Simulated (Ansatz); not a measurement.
Program: Ansatz. Geometries: PBE0-D4/def2-TZVP. ΔE: electronic, gas phase. CCSD(T)/CBS adds triple-zeta CCSD(T) − MP2 to the extrapolated MP2 energy (def2 sets, frozen cores). This one scheme is used for every species. Functionals use def2-TZVPP. Each species was taken in one conformer, which may not be the lowest.

Reaction (substitution at a C–N bond): `CN(C)[SiH2]O` + `OBCl` → `COBCl` + `CN[SiH2]O`

Question: Is it downhill or uphill in electronic energy at CCSD(T)/CBS, and by how much? (Estimate.)

Answer: The calculation gave: Uphill: ΔE = +28.6 kJ/mol.

Question: What do these levels give: revPBE-D4, r2SCAN0, LC-ωPBE, RPA@PBE/def2-TZVPP, CCSD/def2-TZVPP, MP2/def2-QZVPP? (Best estimate.)

Answer: Computed: revPBE-D4 32.2, r2SCAN0 27.2, LC-ωPBE 24.7, RPA@PBE/def2-TZVPP 25.8, CCSD/def2-TZVPP 27.0, MP2/def2-QZVPP 33.0 kJ/mol.

Question: What do rigid-rotor, harmonic-oscillator terms from PBE0-D4/def2-TZVP frequencies (298.15 K, 1 bar) make of the CCSD(T)/CBS value? (Best estimate.)

Answer: Computed: ΔZPE = -0.4 kJ/mol, ΔH = +29.3 kJ/mol, ΔS = 11 J/(mol·K), ΔG = +26.1 kJ/mol.

Largest T1 diagnostic among the species: 0.012.

Leaving LDA and LC-ωPBE aside and taking each functional with its dispersion term where it has one, the values, not all of them listed here, spread over 8.3 kJ/mol, from CAM-B3LYP-D4 to revPBE-D4. LDA lies +7.3 kJ/mol from PBE without D4. The D4 term adds +5.8 kJ/mol with B3LYP and +3.2 kJ/mol with PBE0; it sums over pairs of atoms, weighted by their polarisabilities, and B3LYP, whose exchange is more repulsive, gets the larger term.

B3LYP here is the variant with VWN-RPA as its local correlation; programs differ in this.
